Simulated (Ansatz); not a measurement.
Ideal-gas functions of C$_{2}$H$_{3}$ClTe, SMILES `C=C(Cl)[TeH]` at 800 K and 1 bar, from an Ansatz frequency run at PBE0-D4/def2-TZVP.

Molar mass 190.1 g/mol, point group C1 (symmetry number 1), electronic degeneracy 1, moments of inertia 75.602, 341.386, 414.361 u Å². Harmonic wavenumbers (cm⁻¹, unscaled): 151, 197, 289, 388, 499, 670, 713, 766, 921, 1096, 1405, 1658, 2155, 3164, 3259.

Use S(trans) = R[1.5 ln M + 2.5 ln T − 1.1517]; rotational temperatures θ = 24.2544 K / I; S(rot) = R[ln(√π/σ · √(T³/θAθBθC)) + 1.5]; for each mode x = 1.438777 ν̃/T, S = R[x/(eˣ − 1) − ln(1 − e⁻ˣ)] and H = RT x/(eˣ − 1); 1 cm⁻¹ = 0.0119627 kJ/mol; R = 8.31446 J/(mol·K).

Question: By hand: the entropy, in J/(mol·K).

Answer: Translation 194.8. Rotation: θ = 0.3208, 0.071, 0.0585 K, giving 128.1. Vibration, mode by mode: 19.18, 16.99, 13.85, 11.47, 9.49, 7.25, 6.79, 6.28, 5.01, 3.90, 2.52, 1.76, 0.86, 0.19, 0.16, in all 105.7. Electronic 0.0. Sum 428.6 J/(mol·K).

Question: By hand: H − E and G − E in kJ/mol, counted from the electronic energy.

Answer: Zero-point energy ½ × 17331 × 0.0119627 = 103.7; thermal vibration 42.9; translation, rotation and pV give 4 RT = 26.6. H − E = 173.2 kJ/mol, and G − E = 173.2 − 800 × 428.6/1000 = -169.7 kJ/mol.

Vibration gives 25 % of the entropy. The sum counts one conformer and one mirror image; others add a mixing term.
